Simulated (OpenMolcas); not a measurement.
# S⁺: Slater's ratio, worked from levels

```yaml
Program: OpenMolcas
Basis: ANO-R1 [4s3p1d]
Scalar_Hamiltonian: X2C, finite nucleus
Active_space: 3 electrons in 3 orbitals (3p)
State_averaging: 2S+1 = 4 odd, 1 root; 2S+1 = 2 odd, 8 roots
Spin-orbit_coupling: state interaction with AMFI integrals over the reference wave functions, term energies averaged over their components
```

Methods: CASSCF; SS-CASPT2, IPEA 0.25 Eh, imaginary shift 0.1 Eh (closed shells correlated: 2s 2p 3s). Measured levels: NIST Handbook of Basic Atomic Spectroscopic Data.

**Slater's ratio.** With one set of orbitals, p3 has ²D° - ⁴S° = 9 F2 and ²P° - ²D° = 6 F2 (F2 = F²/25), a ratio of 2/3. Term energies are centres of gravity, weighted by 2J + 1.

| Source | ²D° - ⁴S° | ²P° - ⁴S° | F2 from the first | Ratio |
| --- | --- | --- | --- | --- |
| CASSCF | 19123 | 31786 | 2125 | 0.662 |
| SS-CASPT2 | 17303 | 28029 | 1923 | 0.620 |
| measured | 14872 | 24556 | 1652 | 0.651 |

Energies in cm-1. A ratio away from 2/3 shows effects beyond one configuration with one set of orbitals, and in heavier atoms second-order spin-orbit shifts.

Term energies are means over components that CASPT2 splits; among the terms shown or strongly mixed into the levels shown the widest spread is 190 cm-1 (3s² 3p³ ²D°, SS-CASPT2). With the s shell closed, the reference lacks s² → p² mixing. Without dynamic correlation excited terms often stand tens of per cent too high (terms of higher spin than the ground term too low), and those without a measured partner can miss by more than the paired ones (holds for CASSCF). Some terms miss by over 15 % even with CASPT2, which points to a basis or an active space too small for the shells correlated (holds for SS-CASPT2). Computed and measured levels are paired by configuration, term and J; levels that our copy of the source lacks, or whose pairing is in doubt (as where it misses far off the trend of its configuration), stay unpaired and out of the deviations. Only configurations of the active space appear.

° marks odd parity.
